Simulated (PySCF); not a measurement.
# How methods differ on the ionisation energy of Ru⁷⁺

Ru⁷⁺ [Kr] 4d1 (2D) → Ru⁸⁺ [Kr] (1S), as a difference of total energies. All numbers are calculated (PySCF 2.14, scalar relativity by spin-free X2C-1e, in an even-tempered Gaussian basis (22 s from 0.14 bohr⁻², ratio 2.5; 15 p from 0.18 bohr⁻², ratio 2.5; 11 d from 0.18 bohr⁻², ratio 2.5; 5 f from 0.77 bohr⁻², ratio 2.7; 4 g from 1.2 bohr⁻², ratio 2.7)). The calculations carry no spin-orbit coupling.

| method | ionisation energy (eV) |
| --- | --- |
| UHF | 110.01 |
| r2SCANh | 111.17 |
| BP86 | 111.40 |

The reference lies between the lowest fine-structure levels, while these numbers refer to the centres of the terms.

For comparison: 110 ± 2.1 eV (theoretical estimate listed by NIST; NIST Atomic Spectra Database, ionization energies).
